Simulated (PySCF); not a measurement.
**Working out the ionisation energy of S(2+)**

S(2+) [Ne] 3s2 3p2 (3P) → S(3+) [Ne] 3s2 3p1 (2P). All numbers are calculated (PySCF 2.14, no relativity, point nucleus, in aug-cc-pV(T+d)Z with one added diffuse shell each of s, p, d, f type (7s6p5d3f, 71 functions)). Frozen: [Ne]. Energies in hartree (1 hartree = 27.21139 eV):

```csv
part,S(2+) (lower),S(3+) (upper)
UHF,-396.335382,-395.080143
CCSD correlation,-0.090003,-0.070700
(T),-0.002206,-0.001017
```

Task: What does Hartree-Fock give?

Result: (-395.080143) − (-396.335382) = 1.255239 hartree = 34.157 eV.

Task: What do CCSD and CCSD(T) give?

Result: The CCSD correlation energies differ by 0.019303 hartree = 0.525 eV and the triples by 0.001189 hartree = 0.032 eV, so CCSD gives 34.682 eV and CCSD(T) 34.714 eV.

A first-order spin-orbit estimate adds -0.009 eV to CCSD(T) (valence), giving 34.705 eV against 34.86 ± 0.04 eV (semi-empirical (NIST evaluation); NIST Atomic Spectra Database, ionization energies).

What remains against the reference includes basis incompleteness, the frozen core and higher excitations.
